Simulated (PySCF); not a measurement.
Field gradients at the hydrogen positions

Compound: C₆H₁₀ClFSi.
Geometry (GFN2-xTB, Å), atoms numbered from 1 in this order:
```
atom  x, y, z in Å
C1    -0.6870    2.0867    0.6339
C2    -1.4661    1.0149    0.7115
C3    -1.0126   -0.3662    0.8009
C4    -1.9216   -1.3431    0.8893
Si5    0.8259   -0.8160    0.7687
C6     1.3826   -0.8862   -1.0765
Cl7    0.3223   -2.0414   -1.9279
C8     1.2952    0.4325   -1.8182
F9     2.1073    1.3539   -1.2019
H10    0.3878    2.0235    0.6287
H11   -1.1043    3.0777    0.5722
H12   -2.5431    1.1437    0.7146
H13   -2.9819   -1.1371    0.8853
H14   -1.6426   -2.3802    0.9630
H15    1.7052    0.1232    1.4644
H16    1.0087   -2.1785    1.2721
H17    2.3955   -1.2816   -1.1639
H18    0.2779    0.8356   -1.7950
H19    1.6408    0.3480   -2.8545
```

Level: PBE0/pcSseg-1 (PySCF, non-relativistic); Q(2H) = 0.00286 b; rigid geometry, the same for H and D, with no vibrational averaging.

Task: Rank these positions by the coupling χzz of a deuteron there, largest first.
A. H17 (methine hydrogen)
B. H18 (methylene hydrogen)
C. H12 (vinylic hydrogen)
D. H10 (vinylic hydrogen)
E. H16 (Si–H hydrogen)

Result: D (222 kHz), C (213 kHz), A (203 kHz), B (189 kHz), E (109 kHz).

Task: Give the electric field gradient Vzz (the principal value of largest size), its asymmetry and the 2H coupling at each hydrogen.

Result: 
```json
{"atom": "H10", "bonded to": "C1", "bond length (Å)": "1.077", "Vzz (au)": "0.3310", "η": "0.07", "χzz (kHz)": "222"}
{"atom": "H11", "bonded to": "C1", "bond length (Å)": "1.077", "Vzz (au)": "0.3367", "η": "0.05", "χzz (kHz)": "226"}
{"atom": "H12", "bonded to": "C2", "bond length (Å)": "1.085", "Vzz (au)": "0.3175", "η": "0.07", "χzz (kHz)": "213"}
{"atom": "H13", "bonded to": "C4", "bond length (Å)": "1.080", "Vzz (au)": "0.3290", "η": "0.05", "χzz (kHz)": "221"}
{"atom": "H14", "bonded to": "C4", "bond length (Å)": "1.076", "Vzz (au)": "0.3341", "η": "0.05", "χzz (kHz)": "224"}
{"atom": "H15", "bonded to": "Si5", "bond length (Å)": "1.463", "Vzz (au)": "0.1627", "η": "0.02", "χzz (kHz)": "109"}
{"atom": "H16", "bonded to": "Si5", "bond length (Å)": "1.464", "Vzz (au)": "0.1619", "η": "0.02", "χzz (kHz)": "109"}
{"atom": "H17", "bonded to": "C6", "bond length (Å)": "1.091", "Vzz (au)": "0.3016", "η": "0.05", "χzz (kHz)": "203"}
{"atom": "H18", "bonded to": "C8", "bond length (Å)": "1.094", "Vzz (au)": "0.2818", "η": "0.06", "χzz (kHz)": "189"}
{"atom": "H19", "bonded to": "C8", "bond length (Å)": "1.096", "Vzz (au)": "0.2859", "η": "0.07", "χzz (kHz)": "192"}
```

Task: Average by the element that carries the hydrogen.

Result: on C: 211 kHz over 8 positions, mean bond length 1.085 Å; on Si: 109 kHz over 2 positions, mean bond length 1.463 Å.

Task: How does χzz go with the bond length over the 8 C–H bonds?

Result: A straight-line fit has a slope of -18.0 kHz for each 0.01 Å, with a correlation coefficient of -0.98, over lengths from 1.076 to 1.096 Å. The longer bonds have the smaller couplings here.

Task: A static deuteron (I = 1) shows a doublet split by (3/2)χ, (3/4)χ(1 + η) and (3/4)χ(1 − η) with the field along z, y and x of the gradient. What are these for H10?

Result: With |χ| = 222.5 kHz and η = 0.070: 334, 179 and 155 kHz, to first order and without motion.

Geometry: GFN2-xTB, one conformer, isolated molecule. GFN2-xTB bond lengths can be off by several hundredths of an ångström, more for odd bonds, and the gradients follow them. With a basis this small, the couplings can be 20 % off.
